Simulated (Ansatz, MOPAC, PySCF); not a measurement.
Gas-phase reaction in SMILES: C[N]B(O)O -> CNB([O])O

Property: isomerisation energy (enthalpy at 298 K), in kcal/mol. Conventions: no spin-orbit coupling; 6-31G* and kin with 6d, 5d where marked; UHF or UKS for open shells; non-relativistic; dispersion terms only where a functional's name holds one; 6-311+G** with 5d. First-principles rows: single points at B3LYP-D3(BJ) geometries (Ansatz, a first-principles code), with unscaled harmonic terms from B3LYP/6-31G* (Ansatz) at its own minima. Semi-empirical rows: MOPAC heats of formation at their own minima for 298 K.

| level | program | isomerisation energy (enthalpy at 298 K) (kcal/mol) |
|---|---|---|
| AM1 | MOPAC | 16.7 |
| PBE/6-31G* | Ansatz | -1.9 |
| BP86/6-31G* (5d) | PySCF | -1.8 |
| B3LYP/3-21G | Ansatz | -4.7 |
| B3LYP/cc-pVDZ | Ansatz | 3.9 |
| M06-2X/6-311+G** | PySCF | 8.4 |
| r2SCAN-D4/def2-TZVPD | Ansatz + dftd4 | 4.2 |
| B3LYP-D3(BJ)/def2-TZVPD | Ansatz + dftd3 | 4.2 |

No value to compare with is used here. The 6 habitual levels span -4.7 (B3LYP/3-21G) to 16.7 kcal/mol (AM1); B3LYP-D3(BJ)/def2-TZVPD gives 4.2.

The levels are drawn from those run, B3LYP/6-31G* more often than the rest, none by its result; left out are runs that failed, that the program found above a lower state of the same kind, or whose <S^2> lies over 0.5 above the pure value.
